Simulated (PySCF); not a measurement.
## Spin-state energies of [Fe(OH)4]-

[Fe(OH)4]-: Fe(III) (d5), charge -1. The structure is a PBE0-D3(BJ)/def2-TZVP geometry optimised for multiplicity 6; coordination tetrahedral, point group S4, metal–donor distances 1.89 Å.

```
9

Fe    0.0000    0.0000    0.0000
O     1.1266    1.1266    1.0090
H     0.8622    2.0351    0.8488
O    -1.1266   -1.1266    1.0090
H    -0.8622   -2.0351    0.8488
O    -1.1266    1.1266   -1.0090
H    -2.0351    0.8622   -0.8488
O     1.1266   -1.1266   -1.0090
H     2.0351   -0.8622   -0.8488
```

Method (PySCF 2.14, density fitting): CASSCF(5,5) with orbitals averaged over all microstates of the shell, strongly contracted NEVPT2 on the averaged canonical orbitals; basis x2c-TZVPall on the metal, x2c-SVPall elsewhere; spin-free X2C; IEF-PCM dichloromethane; spin-orbit coupling by state interaction with the mean-field operator over all roots.

The unrestricted Kohn–Sham energies use the same basis, Hamiltonian, solvent and geometry. All energies are vertical, in cm⁻¹ above the lowest state with 2S+1 = 6; a negative value means that the lower spin is more stable. A dash marks a spin without a sound unrestricted solution.

| method | 2S+1 = 4 | 2S+1 = 2 |
| --- | --- | --- |
| CASSCF | 25521 | 38073 |
| NEVPT2 | 18190 | 28734 |
| BP86 | 5412 | – |
| TPSSh | 7685 | – |
| PBE0 | 10896 | 21666 |

(1) How does exact exchange act on the 2S+1 = 4 state?

The functionals differ in more than their exact exchange.

The active space of the d orbitals alone lacks metal–ligand bonding pairs, which usually tilts NEVPT2 towards high spin.

Answers

(1) From BP86 (0 % exact exchange) to PBE0 (25 %) it moves by +5485 cm⁻¹ against the high-spin state, so more exact exchange favours high spin, the usual trend.
